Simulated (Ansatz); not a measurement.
## 1,2-elimination

Start structure (SnH$_{4}$SO, singlet), relaxed at PBE0-D4/def2-TZVP:

```xyz
7
angstrom
Sn -0.0379 0.3022 0.5742
O -1.6405 0.1238 -0.5462
S 1.8623 -0.4172 -0.6997
H 1.4561 -1.6975 -0.7309
H 0.2443 1.9408 0.9483
H -0.3715 -0.7210 1.8875
H -1.5127 0.4687 -1.4333
```

The step: SnH₄SO ([OH][SnH2][SH]) → SnH₂S ([S][SnH2]) + H₂O (still joined by a long Sn–O bond); bonds formed: O2–H4; bonds broken: S3–H4; bonds weakened to dative contacts: Sn1–O2. Computed with Ansatz 0.2.0 (basis: def2-TZVPP and def2-QZVPP); correlated methods freeze the cores. Filled d shells of the heavier atoms are correlated. Core potentials replace the inner electrons of the atoms past krypton. The def2 sets are not built for correlating such inner shells, so the correlated values are less sure here. Extrapolation: Hartree–Fock as exp(−7.88 √X), correlation as X^−2.97. Energies below are by CCSD(T) at an estimated basis limit (MP2 extrapolated from triple and quadruple zeta, plus CCSD(T) − MP2 in triple zeta).

**Question.** What are the electronic barrier and the energy of the step, from the start structure to the end structure? (An estimate is asked for; the value comes from the calculation.)

**Answer.** Computed: Barrier 26.29 kcal/mol; step energy 16.96 kcal/mol (uphill); reverse barrier, their difference, 9.33 kcal/mol. Barrier and step energy count from the start structure, the reverse barrier from the end structure.

The saddle point: One imaginary mode of 1223i cm⁻¹.
```
  pair  start (Å)  saddle (Å)  end (Å)
 O2–H4       3.60        1.25     0.98
Sn1–O2       1.96        2.12     2.36
 S3–H4       1.34        1.68     2.66
```

Zero-point energy (harmonic, PBE0-D4): ZPE is 22.61 kcal/mol at the start and 21.49 kcal/mol at the saddle, so the barrier goes from 26.29 to 25.17 kcal/mol.

First-order rate constant out of the start structure at 898 K by transition-state theory, with harmonic vibrational free energies alone and no tunnelling: ΔA‡ = 30.25 kcal/mol, so k = (kB T/h) exp(−ΔA‡/kB T) ≈ 10^6 s⁻¹ (an order of magnitude at best: rotation, the number of equivalent paths and anharmonicity are left out).

The T1 diagnostic stays at or below 0.016.

Labels in which every atom is bracketed show which atoms are joined, not bond orders.

For scale, one of the runs: CCSD(T)/def2-TZVPP, 179 basis functions, launched by `ansatz run in.yaml --threads 4 --pin off --events-out ev --progress --plain --max-ram 9574MiB`. Hardware: 4 CPU threads of an Arm Neoverse V1, shared host. Wall time 40 s; peak host memory 1.9 GiB.
